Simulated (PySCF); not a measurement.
**Electronic absorption of C7H11FSi**

C₇H₁₁FSi.
Numbering: `[CH:1]#[C:2][CH2:3][C@@H:4]([CH3:5])[Si@@H:6]1[CH2:7][C@H:8]1[F:9]` (hydrogens: H10 on C1; H11, H12 on C3; H13 on C4; H14, H15, H16 on C5; H17 on Si6; H18, H19 on C7; H20 on C8)

Cartesian coordinates in Å at the PBE0-D3(BJ)/def2-SVP level; atoms count from 1:
```
atom  x, y, z in Å
C1     2.3492   -2.0022   -0.1916
C2     2.2103   -0.8109   -0.0225
C3     1.9965    0.6165    0.1867
C4     0.5470    1.0663   -0.0799
C5     0.1556    0.9076   -1.5463
Si6   -0.6756    0.1863    1.0664
C7    -1.7966   -1.1967    0.5036
C8    -2.5044    0.1443    0.6566
F9    -3.4800    0.2118    1.6107
H10    2.4792   -3.0588   -0.3350
H11    2.6812    1.1842   -0.4693
H12    2.2888    0.8699    1.2206
H13    0.4921    2.1366    0.1896
H14    0.2051   -0.1477   -1.8572
H15   -0.8654    1.2713   -1.7384
H16    0.8371    1.4784   -2.1981
H17   -0.2972    0.1532    2.5027
H18   -1.7735   -1.6623   -0.4880
H19   -2.0381   -1.9114    1.3006
H20   -2.8486    0.5930   -0.2865
```

Computed with TDDFT B3LYP/def2-SVPD, vertical, gas phase, core orbitals frozen in the response in PySCF 2.14.0, density-fitted response routines.

```
state  E (eV)  E (hartree)       f  |μ| (D)   main configurations (H = HOMO, L = LUMO)
   S1    5.84       0.2146  0.0022     0.32                     H→L+1 (57%), H→L (31%)
   S2    5.96       0.2190   0.057     1.58        H→L (54%), H→L+2 (33%), H→L+1 (10%)
   S3    6.10       0.2240   0.065     1.68        H→L+2 (48%), H→L+1 (31%), H→L (10%)
   S4    6.37       0.2339  0.0025     0.32                   H→L+3 (60%), H-2→L (11%)
   S5    6.40       0.2352  0.0011     0.22    H-2→L (29%), H→L+3 (19%), H-1→L+1 (18%)
   S6    6.54       0.2402  0.0061     0.50  H-1→L+1 (31%), H-2→L (27%), H-2→L+3 (10%)
   S7    6.57       0.2413  0.0035     0.37  H-1→L (35%), H-2→L+1 (21%), H-1→L+1 (10%)
   S8    6.62       0.2432   0.033     1.14      H→L+5 (41%), H→L+4 (35%), H→L+3 (15%)
   S9    6.79       0.2497  0.0093     0.60                   H→L+4 (41%), H→L+5 (34%)
  S10    6.89       0.2533  0.0051     0.44     H-1→L (30%), H-1→L+3 (14%), H→L+5 (8%)
```

Triplets, Tamm–Dancoff:

```tsv
state	E (eV)	λ (nm)	main configurations (H = HOMO, L = LUMO)
T1	5.05	245.7	H→L+1 (43%), H→L (36%)
T2	5.32	233.2	H-2→L+1 (18%), H-1→L (13%), H-1→L+3 (13%)
T3	5.54	223.8	H→L+2 (48%), H→L+1 (19%), H→L+4 (13%)
T4	5.75	215.7	H-2→L+1 (21%), H→L (12%), H-1→L (11%)
```

The lowest singlet lies at 5.84 eV (212 nm, ultraviolet) and is very weak; its leading configuration is HOMO→LUMO+1 (57%). The most intense listed level is S3 at 6.10 eV (203 nm, f = 0.065), 0.26 eV above S1. Löwdin shares by element: HOMO carbon 45% or more, silicon 26%, fluorine 12% (atoms not listed hold the other 17%); LUMO carbon 36% or more, hydrogen 10% or more (atoms not listed hold the other 54%). The listed states span 1.05 eV, and the widest gap between neighbours is 0.27 eV (S3 to S4). Weighted by f, the mean energy of these states is 6.23 eV. Of the 10 states listed, 3 reach f = 0.01 and none stays under 0.0005. All these states lie below the vertical ionisation energy of 8.68 eV (ΔSCF). The window holds the lowest 10 singlets.

One conformer stands for the species.
